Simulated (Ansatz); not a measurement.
```xyz
10

F    -0.7928    0.9304    0.4887
C    -0.7020    0.5837   -0.9093
B     0.3674   -0.5836   -1.0746
O     0.9733   -1.0342    0.0099
Ga    0.5670   -0.3046    1.6647
H    -0.4329    1.5099   -1.4231
H    -1.7155    0.3045   -1.2075
H     0.5891   -1.0174   -2.1763
H     1.5944    0.7659    2.1410
H    -0.4480   -1.1547    2.4864
```

Total charge 0; spin multiplicity 1.

Question: List the r2SCAN/def2-TZVPP orbital energies in eV (Ansatz 0.2.0). (An estimate is asked.)

Answer: The calculation gave: Occupied: -10122.25, -1244.40, -1100.84, -1100.74, -1100.73, -667.38, -515.58, -275.06, -180.63, -148.04, -101.00, -100.74, -100.66, -32.47, -25.84, -20.59, -20.51, -20.43, -20.34, -20.28, -18.74, -13.57, -13.21, -12.94, -12.86, -10.07, -9.74, -9.64, -9.46, -9.07, -7.42, -6.96. Lowest empty: -0.87, -0.59, 0.12, 0.84, 1.40, 1.67, 2.65, 3.16.
